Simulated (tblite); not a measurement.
Compound: C₆H₉PS.
Structure used (GFN2-xTB), in Å, numbered top down from 1:
```
atom  x, y, z in Å
C1    -1.666    0.399    1.360
C2    -1.067    0.340   -0.046
C3    -1.596   -0.873   -0.814
C4     0.430    0.313    0.018
P5     1.442    1.521   -0.654
C6     2.926    0.714   -0.134
C7     2.797   -0.449    0.541
S8     1.203   -1.013    0.818
H9    -2.749    0.479    1.306
H10   -1.410   -0.500    1.917
H11   -1.281    1.263    1.898
H12   -1.352    1.250   -0.588
H13   -1.161   -0.908   -1.811
H14   -1.338   -1.792   -0.291
H15   -2.677   -0.817   -0.909
H16    3.893    1.139   -0.350
H17    3.600   -1.055    0.922
```

All values are computed: GFN2-xTB (tblite) harmonic vibrations without scaling, gas phase. The method is semi-empirical: single wavenumbers can be off by several per cent or more. One conformer, not necessarily the lowest.

Harmonic wavenumbers (cm⁻¹): 34.1, 118.8, 171.0, 211.6, 239.0, 246.5, 280.2, 403.2, 423.4, 496.0, 507.0, 603.8, 607.3, 718.8, 779.8, 823.8, 849.8, 909.8, 948.2, 954.2, 982.5, 1080.7, 1108.3, 1131.5, 1153.5, 1210.7, 1226.5, 1300.3, 1330.6, 1401.2, 1415.0, 1474.5, 1490.5, 1492.1, 1498.8, 1503.5, 2918.7, 3026.2, 3031.1, 3031.2, 3033.1, 3037.5, 3039.8, 3083.6, 3115.1.

A = 2410, B = 1179, C = 953.2 MHz; mass 144.016 u (most abundant isotopes); point group Cs, symmetry number 1.

Problem. Zero-point energy?

Solution. ½Σν̃ = 29221 cm⁻¹ = 83.55 kcal/mol.

Problem. Entropy at 200 K, 1 bar (ideal gas, RRHO, classical rotation)?

Solution. Translation 38.85, rotation 27.97, vibration 15.23: S = 82.0 cal/(mol K).

Problem. And Cp and H(200 K) − H(0)?

Solution. Cp = 25.78 cal/(mol K), of which vibrations give 17.83 (their classical limit is 45 R = 89.4); H(200 K) − H(0) = 3.28 kcal/mol without the zero-point energy, 1.69 from vibrations.

Problem. How do the functions run with temperature in this model?

Solution. 
```csv
T (K),S (cal/(mol K)),Cp (cal/(mol K)),H − H(0) (kcal/mol),G − H(0) (kcal/mol),ln q(vib)
50,58.4,11.3,0.47,-2.44,0.51
100,67.8,16.4,1.17,-5.61,1.37
298.15,94.1,35.0,6.26,-21.78,5.54
373.15,102.6,41.8,9.14,-29.16,7.20
500,116.3,51.6,15.09,-43.05,10.04
750,140.0,65.1,29.81,-75.17,15.52
1000,160.0,73.8,47.24,-112.73,20.67
```

q(vib) and H(0) count from the zero-point level.

Problem. Which modes carry the vibrational entropy at 200 K?

Solution. 34.1 cm⁻¹: 4.78; 118.8 cm⁻¹: 2.36; 171.0 cm⁻¹: 1.70; 211.6 cm⁻¹: 1.33; 239.0 cm⁻¹: 1.14; 246.5 cm⁻¹: 1.09 cal/(mol K); the other 39 give 2.82 together.

Problem. Blend soft modes into free rotors: weight 1/[1 + (100 cm⁻¹/ν̃)⁴] for the oscillator and the rest for a rotor with moment μB/(μ + B), μ = h/(8π²ν), B = 10⁻⁴⁴ kg m². What vibrational entropy results?

Solution. 14.04 cal/(mol K) in place of 15.23, which changes −T·S at 200 K by +0.24 kcal/mol.

Problem. What must be added to the electronic energy to get the Gibbs energy at 200 K and 1 bar?

Solution. ZPE + [H(200 K) − H(0)] − T·S = 83.55 + 3.28 − 16.41 = 70.42 kcal/mol.

Hindered rotation and anharmonicity are outside this model. Other conformers, if any are populated, would add a mixing term that is left out.
